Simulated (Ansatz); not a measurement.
Reaction (ligand exchange at a B–C bond): `OBCBr` + H–F → `OBF` + `CBr`

Calculated with Ansatz (gas phase, PBE0-D4/def2-TZVP geometries, no zero-point term in ΔE). CCSD(T)/CBS is the MP2 limit (def2-TZVPP, def2-QZVPP) plus CCSD(T) − MP2 in def2-TZVPP, frozen cores. This one scheme is used for every species. Functionals use def2-TZVPP. For Br outer-core shells are correlated without core-valence functions, which leaves a few kJ/mol of doubt a bond. Scalar relativity is left out up to krypton. Each species was taken in one conformer, which may not be the lowest.

`OBCBr`:

```xyz
8

O     0.337    0.130   -1.593
B    -0.096    0.497   -0.367
C     0.307   -0.403    0.852
Br   -1.374   -1.345    1.213
H     0.009    0.693   -2.298
H    -0.784    1.469   -0.219
H     0.550    0.128    1.770
H     1.051   -1.169    0.641
```

H–F:

Z-matrix (Å, degrees):
```
F
H 1 0.920
```

`OBF`:

```xyz
5

O    -0.519    0.768   -0.385
B     0.268   -0.289   -0.121
F     0.334   -0.786    1.112
H    -0.995    1.093    0.386
H     0.912   -0.787   -0.992
```

`CBr`:

```xyz
5

C     0.109    0.124    0.085
Br   -1.027   -1.163   -0.803
H     1.095   -0.318    0.194
H    -0.327    0.342    1.056
H     0.150    1.017   -0.531
```

Problem. Is it downhill or uphill in electronic energy at CCSD(T)/CBS, and by how much? (An estimate is asked.)

Solution. The calculation gave: Downhill: ΔE = -1.43 eV.

Problem. What do these levels give: ωB97M-V, PBE0, CCSD/def2-SVP, CCSD(T)/def2-SVP, MP2/def2-TZVPP, SCS-MP2/def2-TZVPP? (Best estimate.)

Solution. The calculation gave: ωB97M-V -1.52, PBE0 -1.49, CCSD/def2-SVP -1.68, CCSD(T)/def2-SVP -1.66, MP2/def2-TZVPP -1.45, SCS-MP2/def2-TZVPP -1.51 eV.

Largest T1 diagnostic among the species: 0.013.

At CCSD(T), def2-SVP lies −0.23 eV from the extrapolated value and def2-TZVPP −0.04 eV. Leaving LDA and LC-ωPBE aside and taking each functional with its dispersion term where it has one, the values, not all of them listed here, spread over 0.20 eV, from CAM-B3LYP-D4 to revPBE-D4.
